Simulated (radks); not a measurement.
Results of a calculation; reference values are marked as such.
Species: Tm3+. Configuration: [Xe] 4f11 6s1 (not the ground configuration).

Level of theory: scalar-relativistic Kohn-Sham, LDA (Slater exchange, Perdew-Wang correlation), spin-polarised, spherical densities, finite nucleus; open shells are filled with parallel spins first (spin-orbit coupling, left out, can overturn this in heavy ions); Fermi nuclear charge, rms radius 5.2256 fm (a radial shooting solver on a logarithmic mesh with Libxc functionals).

Energy parts (eV):
total: -368860.76
kinetic: 400754.48
electron-nucleus: -903856.05
Hartree: 141724.62
exchange-correlation: -7483.80

Orbitals (lengths in bohr, moments of r in powers of bohr; <r^-3> diverges for s and p1/2; r(90%) holds 90 % of the orbital's charge):
1s up: occ. 1; eigenvalue (eV) -59267.06; <1/r> 79.00; r(90%) 0.0363; <r> 0.02003
1s down: occ. 1; eigenvalue (eV) -59267.03; <1/r> 79.00; r(90%) 0.0363; <r> 0.02003
2s up: occ. 1; eigenvalue (eV) -10038.99; <1/r> 18.41; r(90%) 0.132; <r> 0.08494
2s down: occ. 1; eigenvalue (eV) -10038.91; <1/r> 18.41; r(90%) 0.132; <r> 0.08494
2p up: occ. 3; eigenvalue (eV) -8874.305; <1/r> 16.96; <r^-3> 15110; r(90%) 0.123; <r> 0.07544
2p down: occ. 3; eigenvalue (eV) -8874.240; <1/r> 16.96; <r^-3> 15110; r(90%) 0.123; <r> 0.07544
3s up: occ. 1; eigenvalue (eV) -2293.150; <1/r> 6.791; r(90%) 0.324; <r> 0.2213
3s down: occ. 1; eigenvalue (eV) -2291.647; <1/r> 6.793; r(90%) 0.324; <r> 0.2212
3p up: occ. 3; eigenvalue (eV) -1940.347; <1/r> 6.336; <r^-3> 3273; r(90%) 0.330; <r> 0.2205
3p down: occ. 3; eigenvalue (eV) -1938.851; <1/r> 6.339; <r^-3> 3276; r(90%) 0.330; <r> 0.2204
3d up: occ. 5; eigenvalue (eV) -1503.148; <1/r> 6.005; <r^-3> 432.6; r(90%) 0.311; <r> 0.2000
3d down: occ. 5; eigenvalue (eV) -1501.979; <1/r> 6.008; <r^-3> 433.1; r(90%) 0.311; <r> 0.1999
4s up: occ. 1; eigenvalue (eV) -489.3200; <1/r> 2.880; r(90%) 0.714; <r> 0.4971
4s down: occ. 1; eigenvalue (eV) -486.3983; <1/r> 2.879; r(90%) 0.714; <r> 0.4973
4p up: occ. 3; eigenvalue (eV) -372.9672; <1/r> 2.635; <r^-3> 749.3; r(90%) 0.767; <r> 0.5271
4p down: occ. 3; eigenvalue (eV) -370.1057; <1/r> 2.633; <r^-3> 748.3; r(90%) 0.767; <r> 0.5273
4d up: occ. 5; eigenvalue (eV) -218.2437; <1/r> 2.335; <r^-3> 83.75; r(90%) 0.853; <r> 0.5677
4d down: occ. 5; eigenvalue (eV) -215.4612; <1/r> 2.332; <r^-3> 83.54; r(90%) 0.854; <r> 0.5684
5s up: occ. 1; eigenvalue (eV) -92.2433; <1/r> 1.127; r(90%) 1.70; <r> 1.182
5s down: occ. 1; eigenvalue (eV) -90.9030; <1/r> 1.120; r(90%) 1.70; <r> 1.187
5p up: occ. 3; eigenvalue (eV) -63.4270; <1/r> 0.9568; <r^-3> 108.7; r(90%) 1.99; <r> 1.369
5p down: occ. 3; eigenvalue (eV) -62.3307; <1/r> 0.9518; <r^-3> 107.1; r(90%) 2.00; <r> 1.373
4f up: occ. 7; eigenvalue (eV) -48.0370; <1/r> 1.808; <r^-3> 12.88; r(90%) 1.19; <r> 0.7099
4f down: occ. 4; eigenvalue (eV) -45.4886; <1/r> 1.794; <r^-3> 12.71; r(90%) 1.21; <r> 0.7184
6s up: occ. 1; eigenvalue (eV) -27.2982; <1/r> 0.4570; r(90%) 3.96; <r> 2.797
6s down: occ. 0; eigenvalue (eV) -26.0640; <1/r> 0.4555; r(90%) 4.00; <r> 2.816

The highest occupied level is 6s up at -27.298 eV. The electron density at the nucleus is 9.984e+05 e/bohr^3 (large components only). The density falls to 0.001 e/bohr^3 at r = 3.87 bohr. The spin density at the nucleus is 88.69 e/bohr^3 (1s 0.29, 2s -1.08, 3s -10.16, 4s 2.68, 5s 7.40, 6s 89.56). Summed over all electrons, <r^2> = 38.90 bohr^2, which gives a Langevin (diamagnetic) susceptibility term of -30.8 x 10^-6 cm^3/mol.
